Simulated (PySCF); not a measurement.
BrOY. Atoms are numbered in the order given.

```xyz
3

Y      0.3293     1.0185     0.0000
O     -1.1447     2.0759     0.0000
Br    -0.1053    -1.6094     0.0000
```

Coordinates come from a PBE-D3(BJ)/def2-TZVP optimisation. The def2 effective core potentials stand for the cores of Y; spin–orbit coupling is left out.

Computed with M06-2X/def2-TZVPD (PySCF).

Symmetry labels are those of the subgroup Cs that the program uses (full group Cs).

Computed valence orbital energies around the gap with their symmetry:
| orbital | symmetry | energy (eV) |
|---|---|---|
| HOMO−7 | A' | -24.08 |
| HOMO−6 | A' | -21.64 |
| HOMO−5 | A' | -9.77 |
| HOMO−4 | A' | -9.26 |
| HOMO−3 | A" | -9.22 |
| HOMO−2 | A' | -9.00 |
| HOMO−1 | A" | -8.93 |
| HOMO | A' | -8.50 |
| LUMO | A' | -2.36 |
| LUMO+1 | A" | -1.00 |
| LUMO+2 | A' | -0.78 |
| LUMO+3 | A' | -0.01 |
